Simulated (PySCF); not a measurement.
C4H11B, SMILES CB(C)CC. Coordinates come from a B3LYP-D3(BJ)/def2-SVP optimisation. The values are those of a single conformer.

Computed equilibrium geometry at B3LYP-D3(BJ)/def2-SVP (PySCF confirms it by a frequency run) as a Z-matrix (one conformer of several):
```
B
C 1 1.5759
H 2 1.1008 1 115.10
H 2 1.1039 3 109.04 1 126.77
H 2 1.1081 3 107.57 4 113.15
C 1 1.5763 2 119.96 3 -7.36
H 6 1.1014 1 115.39 2 -169.38
H 6 1.1041 7 109.17 1 -127.13
H 6 1.1085 7 107.49 8 -113.39
C 1 1.5799 2 120.88 3 173.33
H 10 1.1085 1 107.59 2 -133.19
H 10 1.1109 11 102.76 1 110.57
C 10 1.5303 11 110.76 12 117.80
H 13 1.1022 10 112.36 11 -56.39
H 13 1.1024 14 107.26 10 122.87
H 13 1.1026 14 107.19 15 114.41
```
